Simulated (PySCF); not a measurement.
# Deuteron quadrupole couplings in `CC(C)=NNC1CCCC1`

Species: C8H16N2.
Geometry (GFN2-xTB, Å), atoms numbered from 1 in this order:
```
atom  x, y, z in Å
C1     3.580    0.644   -0.799
C2     2.369    0.030   -0.171
C3     2.530   -0.547    1.216
N4     1.295    0.030   -0.847
N5     0.166   -0.567   -0.417
C6    -1.052   -0.077   -1.021
C7    -1.570    1.220   -0.381
C8    -2.288    0.761    0.892
C9    -2.731   -0.692    0.628
C10   -2.197   -1.058   -0.765
H11    3.341    0.989   -1.800
H12    3.928    1.487   -0.203
H13    4.389   -0.085   -0.855
H14    1.781   -0.136    1.896
H15    3.516   -0.317    1.610
H16    2.407   -1.631    1.195
H17    0.086   -0.755    0.580
H18   -0.831    0.053   -2.082
H19   -0.759    1.918   -0.179
H20   -2.273    1.699   -1.063
H21   -1.611    0.804    1.747
H22   -3.137    1.404    1.121
H23   -3.815   -0.791    0.668
H24   -2.317   -1.361    1.383
H25   -1.858   -2.090   -0.822
H26   -2.971   -0.908   -1.517
```

Level: PBE0/pcSseg-1 (PySCF, non-relativistic); Q(2H) = 0.00286 b; rigid geometry, the same for H and D, with no vibrational averaging.

Task: Rank these positions by the coupling χzz of a deuteron there, largest first.
A. H18 (methine hydrogen)
B. H17 (N–H hydrogen)
C. H26 (methylene hydrogen)
D. H15 (methyl hydrogen)

Result: B (256 kHz), D (213 kHz), C (208 kHz), A (200 kHz).

Task: Tabulate Vzz, the asymmetry η and χzz = 234.96 MHz × Q × Vzz for every hydrogen position.

Result: 
| atom | bonded to | bond length (Å) | Vzz (au) | η | χzz (kHz) |
| --- | --- | --- | --- | --- | --- |
| H11 | C1 | 1.086 | 0.3165 | 0.01 | 213 |
| H12 | C1 | 1.090 | 0.3114 | 0.03 | 209 |
| H13 | C1 | 1.090 | 0.3119 | 0.03 | 210 |
| H14 | C3 | 1.092 | 0.3082 | 0.02 | 207 |
| H15 | C3 | 1.086 | 0.3165 | 0.03 | 213 |
| H16 | C3 | 1.091 | 0.3095 | 0.01 | 208 |
| H17 | N5 | 1.018 | 0.3806 | 0.22 | 256 |
| H18 | C6 | 1.092 | 0.2975 | 0.05 | 200 |
| H19 | C7 | 1.089 | 0.3100 | 0.01 | 208 |
| H20 | C7 | 1.090 | 0.3091 | 0.01 | 208 |
| H21 | C8 | 1.091 | 0.3078 | 0.01 | 207 |
| H22 | C8 | 1.089 | 0.3119 | 0.01 | 210 |
| H23 | C9 | 1.089 | 0.3117 | 0.01 | 209 |
| H24 | C9 | 1.090 | 0.3090 | 0.01 | 208 |
| H25 | C10 | 1.088 | 0.3116 | 0.01 | 209 |
| H26 | C10 | 1.090 | 0.3094 | 0.01 | 208 |

Task: Average by the element that carries the hydrogen.

Result: on C: 208 kHz over 15 positions, mean bond length 1.090 Å; on N: 256 kHz over 1 position, mean bond length 1.018 Å.

Task: Give the 2H NMR doublet splittings at H18 for a magnetic field along the z, y and x axes of the gradient: 3χ/2, 3χ(1 + η)/4, 3χ(1 − η)/4.

Result: With |χ| = 199.9 kHz and η = 0.051: 300, 158 and 142 kHz, to first order and without motion.

The structure is a single GFN2-xTB conformer in the gas phase; no vibrational or solvent corrections. GFN2-xTB bond lengths can be off by several hundredths of an ångström, more for odd bonds, and the gradients follow them. With so small a basis the couplings can be 20 % off.
